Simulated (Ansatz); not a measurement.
Reactions of `C[NH][ZnH]`.

Calculated with Ansatz (gas phase, PBE0-D4/def2-TZVP geometries, no zero-point term in ΔE). CCSD(T)/CBS adds triple-zeta CCSD(T) − MP2 to the extrapolated MP2 energy (def2 sets, frozen cores). This one scheme is used for every species, atoms too. DFT in def2-TZVPP. No spin–orbit coupling; open shells (•) take unrestricted orbitals. Spin–orbit coupling would lower the free atoms: a little for C. For Ge, Zn outer-core shells are correlated without core-valence functions, so the limit isn't a true one: a few kJ/mol of doubt a bond, and 10 to 20 or more in all where bonds break to atoms. Scalar relativity is left out up to krypton. One conformer a species, not always the lowest.

```
                                               reaction  MP2/CBS(def2) (eV)  HF/CBS(def2) (eV)  CCSD/CBS(def2) (eV)  r2SCAN-D4 (eV)  CCSD(T)/CBS(def2) (eV)
              `C[NH][ZnH]` → C• + 5 H• + N• + Zn (atom)               25.29              17.52                24.68           25.11                   25.03
`C[NH][ZnH]` + `[OH][GeH3]` → `[ZnH][O][GeH3]` + CH₃NH₂               -0.53              -0.68                -0.56           -0.52                   -0.54
                  `C[NH][ZnH]` + H₂ → `[ZnH2]` + CH₃NH₂                0.11              -0.32                -0.06           -0.01                    0.00
            `C[NH][ZnH]` + CH₃OH → `C[O][ZnH]` + CH₃NH₂               -0.26              -0.39                -0.29           -0.30                   -0.28
   `C[NH][ZnH]` + `O[SiH3]` → `[SiH3][O][ZnH]` + CH₃NH₂               -0.65              -0.87                -0.70           -0.64                   -0.67
            `C[NH][ZnH]` + CH₃SH → `C[S][ZnH]` + CH₃NH₂               -0.75              -0.86                -0.77           -0.76                   -0.76
               `C[NH][ZnH]` + H–F → `[F][ZnH]` + CH₃NH₂               -0.69              -1.04                -0.80           -0.81                   -0.76
 `C[NH][ZnH]` + `COB(O)Cl` → `COB(Cl)OC` + `[NH2][ZnH]`                0.05              -0.01                 0.03            0.03                    0.03
 `C[NH][ZnH]` + `S[SiH2]S` → `CS[SiH2]S` + `[NH2][ZnH]`               -0.51              -0.34                -0.44           -0.45                   -0.46
                        `C[NH][ZnH]` → `[ZnH2]` + `C=N`                1.65               1.11                 1.46            1.51                    1.46
```

Largest T1 diagnostic: 0.018, for `[F][ZnH]`.
